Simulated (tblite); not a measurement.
Compound: C6H13NSi.
Z-matrix (Å and degrees, GFN2-xTB geometry), rows numbered from 1:
```
C 
C   1  1.3193
C   2  1.5019  1  124.76
N   3  1.4386  2  111.78  1  -128.04
C   4  1.4491  3  116.59  2    72.18
C   5  1.5267  4  107.68  3  -162.23
C   6  1.5273  5  107.91  4   -37.20
Si  4  1.7099  3  128.09  2  -109.26
H   1  1.0771  2  122.20  3   179.77
H   1  1.0784  2  121.65  3    -0.98
H   2  1.0821  1  120.95  3  -178.47
H   3  1.0943  2  109.03  1   113.17
H   3  1.0985  2  109.81  1    -5.26
H   5  1.1004  4  109.90  3    77.42
H   5  1.0958  4  110.02  3   -41.08
H   6  1.0917  5  110.77  4  -160.54
H   6  1.0918  5  108.71  4    80.81
H   7  1.0896  6  110.09  5   -80.61
H   7  1.0871  6  111.12  5   160.90
H   8  1.4711  4  113.71  3    66.98
H   8  1.4684  4  112.85  3   -58.56
```

Level: GFN2-xTB in tblite, geometry and Hessian alike; calculated harmonic values, unscaled, isolated species. This tight-binding method is rough: wavenumbers can miss measured ones by several per cent, in bad cases by 10 to 20. Modes of hydrogen on silicon can be 10 to 20 % off. One conformer, not necessarily the lowest.

Harmonic wavenumbers (cm⁻¹): 31.1, 54.4, 78.1, 133.3, 212.3, 263.1, 320.5, 370.0, 439.2, 475.0, 522.0, 539.9, 613.3, 667.4, 727.7, 753.3, 805.8, 828.2, 883.1, 897.0, 918.0, 944.8, 976.5, 996.8, 1024.2, 1076.2, 1108.3, 1130.5, 1152.9, 1177.5, 1206.2, 1239.1, 1265.5, 1268.6, 1284.0, 1318.3, 1329.6, 1359.0, 1415.4, 1458.0, 1486.2, 1497.2, 1507.6, 1715.4, 2177.1, 2221.7, 2849.2, 2884.4, 2922.6, 2940.7, 2964.1, 2979.6, 2992.1, 3021.9, 3060.7, 3093.6, 3119.0.

A = 3410, B = 1050, C = 883.5 MHz; mass 127.082 u (most abundant isotopes); point group C1, symmetry number 1.

Question: Zero-point energy?

Answer: Half the sum of the wavenumbers: 38349 cm⁻¹ = 458.75 kJ/mol.

Question: Entropy at 400 K, 1 bar (ideal gas, RRHO, classical rotation)?

Answer: Translation 175.39, rotation 125.04, vibration 166.05: S = 466.5 J/(mol K).

Question: And Cp and H(400 K) − H(0)?

Answer: Cp = 208.85 J/(mol K), of which vibrations give 175.59 (their classical limit is 57 R = 473.9); H(400 K) − H(0) = 47.13 kJ/mol without the zero-point energy, 33.82 from vibrations.

Question: How do the functions run with temperature in this model?

Answer: 
```json
{"T (K)": "50", "S (J/(mol K))": "250.4", "Cp (J/(mol K))": "57.2", "H − H(0) (kJ/mol)": "2.25", "G − H(0) (kJ/mol)": "-10.27", "ln q(vib)": "0.90"}
{"T (K)": "100", "S (J/(mol K))": "295.4", "Cp (J/(mol K))": "74.5", "H − H(0) (kJ/mol)": "5.54", "G − H(0) (kJ/mol)": "-24.00", "ln q(vib)": "2.27"}
{"T (K)": "298.15", "S (J/(mol K))": "412.5", "Cp (J/(mol K))": "160.3", "H − H(0) (kJ/mol)": "28.29", "G − H(0) (kJ/mol)": "-94.69", "ln q(vib)": "7.24"}
{"T (K)": "373.15", "S (J/(mol K))": "452.4", "Cp (J/(mol K))": "196.5", "H − H(0) (kJ/mol)": "41.68", "G − H(0) (kJ/mol)": "-127.13", "ln q(vib)": "9.12"}
{"T (K)": "500", "S (J/(mol K))": "517.7", "Cp (J/(mol K))": "250.4", "H − H(0) (kJ/mol)": "70.15", "G − H(0) (kJ/mol)": "-188.69", "ln q(vib)": "12.36"}
{"T (K)": "750", "S (J/(mol K))": "634.7", "Cp (J/(mol K))": "326.4", "H − H(0) (kJ/mol)": "142.95", "G − H(0) (kJ/mol)": "-333.09", "ln q(vib)": "18.77"}
{"T (K)": "1000", "S (J/(mol K))": "735.9", "Cp (J/(mol K))": "375.9", "H − H(0) (kJ/mol)": "231.16", "G − H(0) (kJ/mol)": "-504.72", "ln q(vib)": "24.91"}
```

q(vib) and H(0) count from the zero-point level.

Question: Which modes carry the vibrational entropy at 400 K?

Answer: 31.1 cm⁻¹: 26.53; 54.4 cm⁻¹: 21.89; 78.1 cm⁻¹: 18.90; 133.3 cm⁻¹: 14.51; 212.3 cm⁻¹: 10.76; 263.1 cm⁻¹: 9.08 J/(mol K); the other 51 give 64.40 together.

Question: What must be added to the electronic energy to get the Gibbs energy at 400 K and 1 bar?

Answer: ZPE + [H(400 K) − H(0)] − T·S = 458.75 + 47.13 − 186.59 = 319.29 kJ/mol.

Question: Blend soft modes into free rotors: weight 1/[1 + (100 cm⁻¹/ν̃)⁴] for the oscillator and the rest for a rotor with moment μB/(μ + B), μ = h/(8π²ν), B = 10⁻⁴⁴ kg m². What vibrational entropy results?

Answer: 147.89 J/(mol K) in place of 166.05, which changes −T·S at 400 K by +7.27 kJ/mol.

Hindered rotation and anharmonicity are outside this model. Other conformers, if any are populated, would add a mixing term that is left out. The structure is chiral; the term R ln 2 for an equal mix with its mirror image is left out.
